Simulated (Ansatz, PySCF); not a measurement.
CH3Cl2Si, SMILES Cl[Si](C)Cl, multiplicity 2. Atoms are numbered in the order given.

```xyz
7

C      0.2366    -2.0519     0.0000
Si    -0.5133    -0.3369     0.0000
Cl     0.1423     0.6766     1.6867
Cl     0.1423     0.6766    -1.6867
H      1.3352    -1.9651     0.0000
H     -0.0780    -2.6058     0.8967
H     -0.0780    -2.6058    -0.8967
```
Charge 0, spin multiplicity 2.

Geometry optimised at PBE0-D3(BJ)/def2-SVP. The isomer is the one that the SMILES or the coordinates give; other isomers of the formula were not compared.

Two levels are set side by side: PBE-D3(BJ)/def2-SVP (Ansatz, a quantum-chemistry and plane-wave program) and PBE0-D3(BJ)/def2-SVP (Ansatz). Each level has its own optimised geometry; the coordinates shown are those of the second. Frequencies come from the Hessian of PySCF at each geometry. Differences are taken from unrounded values.

```
quantity                            PBE0-D3(BJ)
----------------------------------  -----------
mean bond length (Å)                      1.554
bond C1–Si2 (Å)                           1.872
bond Si2–Cl3 (Å)                          2.074
bond Si2–Cl4 (Å)                          2.074
bond C1–H5 (Å)                            1.102
bond C1–H6 (Å)                            1.100
bond C1–H7 (Å)                            1.100
highest harmonic wavenumber (cm⁻¹)         3185
mean harmonic wavenumber (cm⁻¹)            1171
zero-point energy (kcal/mol)              25.11
```

**Question.** What does PBE-D3(BJ) give, and how far is it from PBE0-D3(BJ)? (The exact figures need the calculation; the answer reports its results.)

**Answer.** 
| quantity | PBE-D3(BJ) | PBE-D3(BJ) minus PBE0-D3(BJ) |
|---|---|---|
| mean bond length (Å) | 1.566 | 0.013 |
| bond C1–Si2 (Å) | 1.888 | 0.016 |
| bond Si2–Cl3 (Å) | 2.092 | 0.018 |
| bond Si2–Cl4 (Å) | 2.092 | 0.018 |
| bond C1–H5 (Å) | 1.110 | 0.008 |
| bond C1–H6 (Å) | 1.108 | 0.008 |
| bond C1–H7 (Å) | 1.108 | 0.008 |
| highest harmonic wavenumber (cm⁻¹) | 3098 | -87 |
| mean harmonic wavenumber (cm⁻¹) | 1133 | -38 |
| zero-point energy (kcal/mol) | 24.30 | -0.81 |

GGA bonds tend to be longer and softer than those of functionals with exact exchange. Differences between two approximate levels are no errors against the true value.
